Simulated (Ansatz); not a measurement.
Species: ReF4, net charge 0, quartet state. The spin state was set by rule; other spins were not relaxed. 
Geometry from a B3LYP-D3(BJ)/def2-TZVP (Ansatz, a first-principles code) optimisation:
```xyz
5

Re     0.0000     0.0000     0.0000
F      0.9687    -0.6345    -1.4625
F     -0.9687     0.6345     1.4625
F      0.0966     1.7315    -0.6873
F     -0.0966    -1.7315     0.6873
```
Charge 0, spin multiplicity 4.

Parts of the frozen-core correlation energy in def2-TZVPP (Ansatz, hartree). Frozen orbitals: 8; correlated occupied orbitals by spin: 19 and 16; virtual: 153 and 156. Open shells are spin-unrestricted. No spin-orbit coupling. In def2 rows, elements after Kr have scalar-relativistic effective core potentials.

```json
[
 {"term": "reference (HF)", "value": "-475.59257"},
 {"term": "MP2 opposite-spin", "value": "-0.86447"},
 {"term": "MP2 same-spin", "value": "-0.35031"},
 {"term": "CCSD correlation", "value": "-1.20142"},
 {"term": "(T)", "value": "-0.04635"},
 {"term": "T1 diagnostic", "value": "0.025"},
 {"term": "largest doubles amplitude", "value": "0.029"},
 {"term": "<S^2> of the reference", "value": "3.763"}
]
```
